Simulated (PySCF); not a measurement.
Sn(OH)4 (H4O4Sn), SMILES [OH][Sn]([OH])([OH])[OH].

The structure is a stationary point at PBE0-D3(BJ)/def2-SVP. The structure was generated by enumeration; whether it is a known compound was not checked. The def2 effective core potentials stand for the cores of Sn; spin–orbit coupling is left out. Other conformers were not sampled.

Two levels are set side by side: PBE/def2-TZVP (PySCF) and M06-2X/def2-TZVP (PySCF). Same geometry, gas phase. Differences are taken from unrounded values.

```csv
quantity,M06-2X,PBE,PBE minus M06-2X
orbital gap (eV),10.04,4.56,-5.48
highest occupied level (eV),-10.93,-7.37,3.57
lowest empty level (eV),-0.89,-2.81,-1.92
mean polarisability (bohr³),47.2,52.3,5.2
```

Without exact exchange PBE keeps part of each electron's self-repulsion, which lifts occupied levels and narrows the gap. Loosely held outer electrons make PBE densities more polarisable. Differences between two approximate levels are no errors against the true value.

Rough cost on one machine, each run with all the roots and properties that it gave: M06-2X against PBE about 4 times.
